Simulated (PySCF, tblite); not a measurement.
A database entry of computed molecular properties. Lists by class give the value and the number of equivalent atoms.

```json
{
 "formula": "C5H11NSi",
 "smiles": "CN[C@H]1C=CC[SiH2]1",
 "charge": 0,
 "multiplicity": 1,
 "geometry_level": "GFN2-xTB",
 "atoms_angstrom": [
  ["C", 2.667, -0.317, -0.166],
  ["N", 1.383, -0.715, 0.375],
  ["C", 0.365, 0.332, 0.383],
  ["C", -0.221, 0.631, -0.974],
  ["C", -1.52, 0.47, -1.158],
  ["C", -2.378, 0.039, -0.006],
  ["Si", -1.152, -0.183, 1.443],
  ["H", 3.05, 0.513, 0.43],
  ["H", 3.358, -1.155, -0.075],
  ["H", 2.641, -0.001, -1.218],
  ["H", 1.029, -1.518, -0.137],
  ["H", 0.854, 1.231, 0.776],
  ["H", 0.444, 0.937, -1.77],
  ["H", -1.997, 0.647, -2.113],
  ["H", -2.919, -0.873, -0.266],
  ["H", -3.14, 0.796, 0.187],
  ["H", -1.424, 0.738, 2.549],
  ["H", -1.05, -1.566, 1.909]
 ],
 "electronic_structure_code": "PySCF",
 "results": {
  "GFN2-xTB geometry": {
   "point_group": "C1",
   "rotational_constants_GHz": [3.889, 1.584, 1.22]
  },
  "CAM-B3LYP/def2-SVPD ground state and vertical TDDFT (core frozen in the response)": {
   "dipole_D": 1.07,
   "homo_eV": -7.49,
   "lumo_eV": 1.2,
   "S1_eV": 5.59,
   "strongest_line_of_8_singlets_eV": 7.13,
   "T1_tda_eV": 4.43,
   "polarisability_au": 91.5,
   "r2_bohr2_about_centre_of_nuclear_charge": 1042.3,
   "singlets_eV_and_f": [
    [5.59, 0.023],
    [6.04, 0.005],
    [6.37, 0.009],
    [6.64, 0.005],
    [6.82, 0.004],
    [6.95, 0.021],
    [7.05, 0.004],
    [7.13, 0.082]
   ],
   "triplets_tda_eV": [4.43, 5.46, 5.94]
  },
  "PBE0/pcSseg-1 ground state and GIAO shieldings, non-relativistic": {
   "shift_vs_computed_TMS_C_by_class_ppm": [
    [139.4, 1],
    [139.1, 1],
    [57.8, 1],
    [40.0, 1],
    [15.2, 1]
   ],
   "shift_vs_computed_TMS_H_by_class_ppm": [
    [6.64, 1],
    [6.08, 1],
    [4.42, 1],
    [4.07, 1],
    [3.21, 1],
    [2.72, 3],
    [1.69, 1],
    [1.55, 1],
    [-0.33, 1]
   ],
   "shielding_other_nuclei_by_class_ppm": [
    ["N", 210.8, 1],
    ["Si", 379.5, 1]
   ],
   "charges_hirshfeld_e_by_atom": [-0.08, -0.17, -0.07, -0.07, -0.05, -0.17, 0.34, 0.04, 0.04, 0.03, 0.1, 0.04, 0.04, 0.04, 0.04, 0.04, -0.08, -0.07]
  },
  "GFN2-xTB harmonic vibrations, gas phase": {
   "strongest_ir_bands_cm-1_km_per_mol_modes": [
    [639.4, 125.1, 1],
    [766.6, 127.8, 1],
    [780.3, 172.8, 1],
    [2248.2, 353.6, 1],
    [2271.5, 298.5, 1],
    [3064.4, 101.3, 1]
   ],
   "zpe_kcal_per_mol": 91.7
  }
 }
}
```

The rotational constants make it an asymmetric top with κ = (2B − A − C)/(A − C) = -0.73, nearer the prolate limit (−1). The dipole equals about 3.6 × 10⁻³⁰ C·m (1 D = 3.33564 × 10⁻³⁰ C·m). With B = h/(8π²I), that is 505.379 GHz u Å² over I, the principal moments of inertia are 130.0, 319.1 and 414.2 u Å² (most abundant isotopes). The principal polarisabilities are 74.1, 90.8 and 109.6 au; their mean is the isotropic value.

One conformer (not necessarily the lowest) at the GFN2-xTB geometry, without solvent or vibrations. NMR classes are plain means over equivalent atoms (diastereotopic ones count apart unless rotation or inversion swaps them), as if these changed places fast; in this geometry the members of some classes differ.
